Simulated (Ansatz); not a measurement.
GaP2⁻. The state is a singlet with charge -1. Geometry PBE0-D4/def2-TZVP, that of the neutral doublet.

```xyz
3

Ga   -1.306   -0.191    0.929
P     0.474   -0.768   -0.893
P     0.832    0.958   -0.036
```

The restricted singlet is unstable towards broken spin symmetry in Hartree–Fock (as tested in another run); at PBE-D4/def2-TZVPD, r2SCAN-D4/def2-TZVPD, PBE0-D4/def2-TZVPD this wasn't settled. At PBE-D4/def2-TZVPD, r2SCAN-D4/def2-TZVPD, PBE0-D4/def2-TZVPD the highest occupied level of the charge -1 singlet lies above zero (up to 0.93 eV). By energy differences its removal costs 1.53 eV (vertical, to the charge 0 doublet, at PBE-D4/def2-TZVPD); a positive level beside a positive removal energy at the same level points to self-interaction error. The structure comes from a short search, and lower isomers may exist.

Problem. Estimate the orbital energies around the gap (eV) in Ansatz with PBE-D4/def2-TZVPD, r2SCAN-D4/def2-TZVPD, PBE0-D4/def2-TZVPD.

Solution. 
| orbital | PBE-D4/def2-TZVPD | r2SCAN-D4/def2-TZVPD | PBE0-D4/def2-TZVPD |
| --- | --- | --- | --- |
| HOMO−5 | -6.03 | -6.46 | -7.56 |
| HOMO−4 | -4.09 | -4.42 | -5.35 |
| HOMO−3 | -1.90 | -2.17 | -2.80 |
| HOMO−2 | -1.72 | -2.00 | -2.78 |
| HOMO−1 | -0.67 | -0.88 | -1.52 |
| HOMO | 0.93 | 0.77 | 0.15 |
| LUMO | 1.67 | 1.69 | 2.45 |
| LUMO+1 | 2.43 | 2.57 | 3.10 |
| LUMO+2 | 3.27 | 3.84 | 3.73 |
| LUMO+3 | 3.53 | 3.86 | 4.02 |
| LUMO+4 | 4.10 | 4.63 | 4.59 |
| LUMO+5 | 4.46 | 5.00 | 5.03 |
